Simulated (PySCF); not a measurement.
Field gradients from PBE0/pcSseg-1 densities (PySCF, non-relativistic) at GFN2-xTB geometries, isolated species, one conformer each; χzz is the principal value of largest magnitude, with Q(14N) = 0.02044 b, Q(17O) = −0.0256 b, Q(35Cl) = −0.0817 b. Where η is near 1, a small change in the tensor can flip the sign of χzz. GFN2-xTB bond lengths can be off by several hundredths of an ångström, more for odd bonds, and the gradients follow them. With so small a basis the couplings can be 20 % off.

Question: Rank these 14N sites by the size of the quadrupole coupling, smallest first.
A. N4 (imine nitrogen) in `[H]/[N:4]=[C:3](/[CH:2]=[CH2:1])[CH2:5][NH2:6]`
B. N5 (C=N nitrogen) in `[CH2:1]=[CH:2]/[C:3]([CH3:4])=[N:5]\[NH2:6]`
C. The pyridine-type nitrogen of `[SiH3]c1cpccn1`
D. The pyridine-type nitrogen of `C#Cc1cc(OC)sn1`
E. N5 (pyridine-type nitrogen) in `[CH3:1][c:2]1[p:3][cH:4][n:5][n:6]1[CH2:7][CH:8]([CH3:9])[CH3:10]`
F. N2 (nitrogen bonded to 2 C and N) in `[CH3:1][N:2]1[CH2:3][CH2:4][CH:5]=[N:6]1`

Answer: D (4.258 MHz), A (4.772 MHz), E (5.112 MHz), C (5.578 MHz), B (6.082 MHz), F (6.652 MHz).

Question: Rank these 17O sites by the size of the quadrupole coupling, smallest first.
A. The sulfinyl oxygen of `C#C[C@@H]1C[C@@H](C#N)[S@]1=O`
B. The ether oxygen of `CCOC[C@@H](F)CCl`
C. O4 (ester carbonyl oxygen) in `[CH3:1][O:2][C:3](=[O:4])[c:5]1[cH:6][cH:7][s:8][c:9]1[C:10](=[O:11])[Cl:12]`
D. The aryl ether oxygen of `C#Cc1cc(OC)sn1`

Answer: A (8.790 MHz), C (9.451 MHz), D (11.62 MHz), B (12.33 MHz).

These 35Cl couplings (χzz in MHz, η) are listed in rising order: (-75.98, 0.04); (-72.23, 0.14); (-62.52, 0.21). Assign them to: the alkyl chlorine of `CCOC[C@@H](F)CCl`; the vinyl chlorine of `C=C/C=C1\CC\C1=C\Cl`; the chlorine bonded to C of `COC(=O)c1ccsc1C(=O)Cl`.

-75.98 MHz, η 0.04: the alkyl chlorine of `CCOC[C@@H](F)CCl`; -72.23 MHz, η 0.14: the vinyl chlorine of `C=C/C=C1\CC\C1=C\Cl`; -62.52 MHz, η 0.21: the chlorine bonded to C of `COC(=O)c1ccsc1C(=O)Cl`.

All sites together:

```tsv
nucleus	site	Vzz (au)	η	χzz (MHz)
14N	N4 (imine nitrogen) in [H]/[N:4]=[C:3](/[CH:2]=[CH2:1])[CH2:5][NH2:6]	-0.994	0.51	-4.772
14N	the pyridine-type nitrogen of [SiH3]c1cpccn1	-1.161	0.37	-5.578
14N	the pyridine-type nitrogen of C#Cc1cc(OC)sn1	-0.886	0.58	-4.258
14N	N5 (pyridine-type nitrogen) in [CH3:1][c:2]1[p:3][cH:4][n:5][n:6]1[CH2:7][CH:8]([CH3:9])[CH3:10]	-1.065	0.48	-5.112
14N	N5 (C=N nitrogen) in [CH2:1]=[CH:2]/[C:3]([CH3:4])=[N:5]\[NH2:6]	-1.266	0.12	-6.082
14N	N2 (nitrogen bonded to 2 C and N) in [CH3:1][N:2]1[CH2:3][CH2:4][CH:5]=[N:6]1	-1.385	0.27	-6.652
17O	O4 (ester carbonyl oxygen) in [CH3:1][O:2][C:3](=[O:4])[c:5]1[cH:6][cH:7][s:8][c:9]1[C:10](=[O:11])[Cl:12]	-1.571	0.16	9.451
17O	the sulfinyl oxygen of C#C[C@@H]1C[C@@H](C#N)[S@]1=O	1.461	0.64	-8.790
17O	the ether oxygen of CCOC[C@@H](F)CCl	-2.050	0.93	12.33
17O	the aryl ether oxygen of C#Cc1cc(OC)sn1	1.932	0.70	-11.62
35Cl	the alkyl chlorine of CCOC[C@@H](F)CCl	3.958	0.04	-75.98
35Cl	the vinyl chlorine of C=C/C=C1\CC\C1=C\Cl	3.763	0.14	-72.23
35Cl	the chlorine bonded to C of COC(=O)c1ccsc1C(=O)Cl	3.257	0.21	-62.52
```
